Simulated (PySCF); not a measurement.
Below is a simulated gas-phase Si 2p photoelectron spectrum of `[GeH2]([GeH2][SiH3])[N]=C`.

Every computed line was given a Gaussian of 1.0 eV full width at half maximum and an area set by the number of equivalent atoms (split 2:1 within a doublet); the highest printed point is 100. Method used: PySCF 2.14.0, delta-SCF UKS SCAN, pcX-2 on the ionised atom, pcseg-1 elsewhere, spin-free X2C.

| binding energy (eV) | intensity |
| --- | --- |
| 105.2 | 0 |
| 105.3 | 1 |
| 105.4 | 2 |
| 105.5 | 3 |
| 105.6 | 5 |
| 105.7 | 9 |
| 105.8 | 14 |
| 105.9 | 22 |
| 106.0 | 31 |
| 106.1 | 43 |
| 106.2 | 55 |
| 106.3 | 68 |
| 106.4 | 80 |
| 106.5 | 90 |
| 106.6 | 97 |
| 106.7 | 100 |
| 106.8 | 99 |
| 106.9 | 96 |
| 107.0 | 89 |
| 107.1 | 81 |
| 107.2 | 72 |
| 107.3 | 62 |
| 107.4 | 52 |
| 107.5 | 42 |
| 107.6 | 33 |
| 107.7 | 25 |
| 107.8 | 18 |
| 107.9 | 12 |
| 108.0 | 8 |
| 108.1 | 5 |
| 108.2 | 3 |
| 108.3 | 2 |
| 108.4 | 1 |
| 108.5 | 0 |
| 108.6 | 0 |
| 108.7 | 0 |

Task: Count the maxima, the lines and the sites behind this envelope.

Result: The curve has 1 maximum (at 106.7 eV). Under it lie 2 lines from 1 inequivalent silicon site, drawn as a 2p3/2, 2p1/2 pair. At this width some lines have no maximum of their own.

Task: Decompose the envelope and assign each component. Numbering: `[CH2:1]=[N:2][GeH2:3][GeH2:4][SiH3:5]`.

Result: 
```tsv
position (eV)	relative area	line	atoms	environment
106.60	0.67	Si 2p3/2	Si5	SiH3 silicon
107.22	0.33	Si 2p1/2	Si5	SiH3 silicon
```

Task: What are the centre and the root-mean-square width of the whole band?

Result: The area-weighted mean of the lines is 106.81 eV. Their own spread about it is 0.29 eV (rms) and each Gaussian has σ = 1.0/2.355 = 0.42 eV; the variances add, which gives 0.52 eV.

The curve has no shake-up lines and no vibrational structure. 2p3/2 and 2p1/2 are the ΔSCF energy of one spin-free 2p hole plus the eigenvalues of a spin–orbit and ligand-field matrix of the shell. 2p1/2 minus 2p3/2 (ligand field included): Si 0.62 eV. Isolated species at its PBE0-D3(BJ)/def2-SVP geometry (one conformer only).

Shape of the structure used: `[CH2:1]=[N:2][GeH2:3][GeH2:4][SiH3:5]`: C1–N2–Ge3–Ge4 1°, N2–Ge3–Ge4–Si5 -69°.
